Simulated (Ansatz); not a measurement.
CH₄ClGeNO. The species carries charge 0 and has multiplicity 1. Correlated methods include outer-core shells of Ge, which these sets cover unevenly. Scalar relativity is left out up to krypton. The bonds changed during the relaxation, so this is another structure than the one it started from.

```
atom   x (Å)   y (Å)   z (Å)
  N1   0.648   0.992  -0.666
  C2  -0.621   0.921  -0.316
  O3  -1.173  -0.069   0.180
 Ge4  -0.561  -2.058   0.233
 Cl5   1.640  -1.613   0.763
  H6   1.273   0.221  -0.423
  H7   1.021   1.849  -1.036
  H8  -1.220   1.821  -0.495
  H9  -1.005  -2.064   1.761
```

Question: Give the diagnostics of a CCSD(T)/def2-TZVPP run (frozen core, Ansatz). (Best estimate.)

Answer: Ansatz gave: T1 = 0.0146, largest single amplitude 0.032, largest double 0.037, (T) share of the correlation energy 4.1 %, 10 CCSD cycles. The RHF solution is stable towards an unrestricted one. T1 lies under the customary mark of 0.02 for closed shells.
